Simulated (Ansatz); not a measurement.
The first iterations of a band of Cl₃FH₃O₂Ta (10 atoms, charge 0, multiplicity 1).

All numbers below come from Ansatz, RKS LDA/def2-SVP.

* movable images: 5
* climbing image: yes
* spring: 5.0 eV/Å²
* optimiser: quadratic models (default)
* start path: through a guess of the saddle point
* force threshold: 0.05 eV/Å
* iteration limit: 60
* end points: relaxed

Image 0:

```xyz
10
Properties=species:S:1:pos:R:3
Ta -0.313 0.080 0.155
O 1.297 -1.273 0.211
H 1.956 -1.396 0.923
Cl 1.041 1.321 1.564
O 0.006 0.013 -1.607
H 0.814 -0.600 -2.175
F -1.602 1.424 0.154
Cl -1.706 -1.573 0.900
Cl 2.018 -1.618 -2.436
H 1.717 -1.556 -0.770
```

Image 6:

```xyz
10
Properties=species:S:1:pos:R:3
Ta -0.175 -0.655 -0.103
O 2.004 -0.055 -0.406
H 2.280 0.156 0.520
Cl 0.663 -0.662 2.116
O -0.260 -0.361 -1.947
H 0.033 0.206 -2.684
F -0.301 1.205 0.146
Cl -2.301 -1.337 0.331
Cl 0.868 -2.747 -0.451
H 2.419 -0.930 -0.602
```

| iteration | highest image above the first end (eV) | largest band force component (eV/Å) |
| --- | --- | --- |
| 1 | 7.635 | 63.398 |
| 2 | 2.177 | 7.816 |
| 3 | 1.095 | 4.858 |
| 4 | 0.853 | 1.124 |
| 5 | 1.679 | 3.452 |
| 6 | 0.764 | 1.110 |
| 7 | 0.623 | 1.152 |
| 8 | 0.518 | 0.715 |
| 9 | 0.470 | 0.441 |
| 10 | 0.501 | 0.248 |
| 11 | 0.494 | 0.216 |
| 12 | 0.472 | 0.221 |
| 13 | 0.455 | 0.227 |
| 14 | 0.442 | 0.206 |
| 15 | 0.428 | 0.211 |
| 16 | 0.398 | 0.213 |

Q: Does the band converge within its limit, and where does its top end?

A: The run converged. It ended after 49 iterations with the highest image 0.312 eV above the first end. The profile has 2 maxima (images 3, 5) with wells between them (image 4): this band takes more than one step, which may be the mechanism or a detour left from its start path. A vibrational analysis at the climbing image gives one clearly imaginary mode, 129i cm⁻¹: a first-order saddle point.

The run took 6 min on 4 threads of Arm Neoverse V1, on a shared host, peak memory 0.22 GiB.
